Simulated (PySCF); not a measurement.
A structure optimised at PBE-D3(BJ)/def2-SVP, used in a PySCF frequency run:

```
C
C 1 1.3438
F 2 1.3376 1 123.16
H 1 1.0999 2 116.88 3 180.00
C 1 1.4987 4 119.37 2 180.00
H 5 1.1060 1 111.66 4 180.00
H 5 1.1110 6 108.21 1 122.43
H 5 1.1110 6 108.21 7 115.14
Br 2 1.8953 3 112.37 1 180.00
```
Charge 0, spin multiplicity 1.

Question: Write its SMILES, formula and point group.

Answer: C/C=C(\F)Br, C3H4BrF, Cs

Question: What are its rotational constants (standard atomic weights)?

Answer: 8.2141, 1.5672, 1.3271 GHz
